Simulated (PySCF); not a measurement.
# TDDFT excited states: C5H11OP

C₅H₁₁OP.
SMILES: `CC[C@@H]1CC[P@@H]1=O`

Method: PySCF 2.14.0, density-fitted response routines, TDDFT CAM-B3LYP/def2-SVPD, vertical, gas phase, core orbitals frozen in the response. Isolated species at its GFN2-xTB geometry (one conformer only). Torsions of this conformer, `[CH3:1][CH2:2][C@@H:3]1[CH2:4][CH2:5][P@@H:6]1=[O:7]`: C1–C2–C3–C4 177°.

List the vertical singlet excitations with oscillator strengths and describe the spectrum.

| state | E (eV) | λ (nm) | f | \|μ\| (D) | main configurations (H = HOMO, L = LUMO) |
| --- | --- | --- | --- | --- | --- |
| S1 | 7.10 | 174.7 | 0.020 | 0.86 | H→L+1 (55%), H→L+2 (10%), H→L+4 (8%) |
| S2 | 7.13 | 173.9 | 0.0031 | 0.34 | H-1→L+1 (59%), H-1→L+5 (8%) |
| S3 | 7.46 | 166.3 | 0.013 | 0.68 | H→L (59%), H-1→L+2 (8%) |
| S4 | 7.49 | 165.6 | 0.0072 | 0.50 | H-1→L+2 (20%), H→L (17%), H-1→L (16%) |
| S5 | 7.66 | 161.9 | 0.051 | 1.32 | H-1→L (57%), H-1→L+2 (19%), H-1→L+4 (12%) |
| S6 | 7.75 | 160.0 | 0.047 | 1.26 | H→L+2 (48%), H→L+1 (19%), H-1→L+2 (8%) |
| S7 | 8.11 | 152.9 | 0.033 | 1.04 | H→L+3 (54%), H→L+4 (16%) |
| S8 | 8.23 | 150.7 | 0.019 | 0.78 | H-1→L+3 (24%), H→L+4 (18%), H-1→L+4 (9%) |

Triplets (Tamm–Dancoff): T1 6.68 eV, H→L+1 (59%), H→L+4 (11%), H→L+5 (8%); T2 6.83 eV, H-1→L+1 (59%), H-1→L+4 (13%), H-1→L+5 (10%); T3 7.05 eV, H→L+2 (30%), H→L+6 (12%), H→L+3 (9%).

The lowest singlet lies at 7.10 eV (175 nm, vacuum ultraviolet) and is weak; its leading configuration is HOMO→LUMO+1 (55%). The strongest level in the table is S5 at 7.66 eV (162 nm, f = 0.051). Löwdin shares by element: HOMO oxygen 44%, carbon 24% or more, phosphorus 16% (atoms not listed hold the other 16%); LUMO carbon 23% or more, hydrogen 22% or more (atoms not listed hold the other 54%). The listed states span 1.13 eV, and the widest gap between neighbours is 0.36 eV (S6 to S7). Orbital energies (eV): HOMO-3 -10.98, HOMO-2 -10.77, HOMO-1 -9.18, HOMO -9.06, LUMO 1.20, LUMO+1 1.38, LUMO+2 1.68. Weighted by f, the mean energy of these states is 7.73 eV. Singlets were solved by full linear response, triplets in the Tamm–Dancoff approximation.
